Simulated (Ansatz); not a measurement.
Ansatz (a program for electronic structure) input:

Ansatz 0.2 input:
```yaml
crystal:
  periodic: [false, false, false]
  atoms:
    - {symbol: C, position_ang: [2.04462694, -0.26072727, -0.21603242]}
    - {symbol: Ge, position_ang: [-0.15724514, 0.02005163, 0.01661430]}
    - {symbol: O, position_ang: [-0.75728358, -0.82430760, -1.37375572]}
    - {symbol: O, position_ang: [-0.28633018, 1.74863104, -0.02169603]}
    - {symbol: O, position_ang: [-0.43684576, -0.73553782, 1.55187503]}
    - {symbol: H, position_ang: [2.13849568, -0.02967920, -1.27269705]}
    - {symbol: H, position_ang: [2.39070240, 0.48530163, 0.49277458]}
    - {symbol: H, position_ang: [2.11873970, -1.30335590, 0.07751068]}
    - {symbol: H, position_ang: [-1.05118875, -1.73869048, -1.23760912]}
    - {symbol: H, position_ang: [-0.51661491, 2.15171939, -0.87345945]}
    - {symbol: H, position_ang: [-0.47237492, -0.15286888, 2.32663099]}
basis:
  gaussian:
    orbitals: def2-TZVPD
hamiltonian:
  xc: {name: r2SCAN0}
total_charge: 1
magnetization: {spin_polarized: true, initial_magnetization: 1}
output: {forces: true}
```

Problem. Which total energy does the run end on?

Solution. -2344.04620 Eh (r2SCAN0/def2-TZVPD). The basis has 265 functions.
